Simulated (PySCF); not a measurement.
C2H8N, SMILES C[NH2+]C, charge +1.

Geometry: B3LYP-D3(BJ)/def2-SVP. The isomer is the one that the SMILES or the coordinates give; other isomers of the formula were not compared.

Method: PySCF with M06-2X/def2-TZVPD.

Isolated molecule, no solvent.

Q: Estimate the frontier levels, gap, dipole moment and polarisability. (Estimate from the structure and the level; the computed values follow.)

A: 
```
Item                                                              Result
------------------------------------------------  ----------------------
highest occupied level                                         -18.04 eV
lowest empty level                                              -4.63 eV
orbital gap                                                     13.40 eV
dipole moment about the centre of nuclear charge                  1.46 D
mean static polarisability                          31.6 bohr³ (4.69 Å³)
polarisability, principal values                  29.0, 30.3, 35.7 bohr³
```
